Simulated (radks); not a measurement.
The numbers below are computed, except where a source is named.
Polarisability of the carbon ion C4+, [He], at imaginary frequency. Code: a radial shooting solver on a logarithmic mesh with Libxc functionals. Model: scalar-relativistic Kohn-Sham, LDA (Slater exchange, VWN5 correlation), spin-polarised, spherical densities, finite nucleus; Fermi nuclear charge, rms radius 2.4702 fm. Response by self-consistent Sternheimer equations with the Hartree and adiabatic LDA kernel, the relativistic mass of each level held fixed and spin-orbit coupling left out.

w (hartree),alpha1(iw) (bohr^3),alpha2(iw) (bohr^5)
0.00266,0.009434,0.001149
0.0143,0.009434,0.001149
0.0360,0.009434,0.001149
0.0697,0.009434,0.001149
0.118,0.009434,0.001149
0.186,0.009432,0.001149
0.280,0.009430,0.001149
0.413,0.009424,0.001149
0.605,0.009412,0.001148
0.892,0.009385,0.001146
1.35,0.009323,0.001141
2.12,0.009164,0.001129
3.59,0.008701,0.001093
6.94,0.007213,0.0009653
17.5,0.003370,0.0005421

Static values: alpha1 = 0.009434 bohr^3 (0.001398 angstrom^3; uncoupled 0.009781), alpha2 = 0.001149 bohr^5, alpha3 = 0.0003552 bohr^7. C6 = 0.0008643, C8 = 0.0005924, triple-dipole C9 = 6.002e-06 atomic units. One-pole (London) frequency 4 C6 / (3 alpha1^2) = 12.946 hartree, against 13.039 for minus the highest occupied eigenvalue.
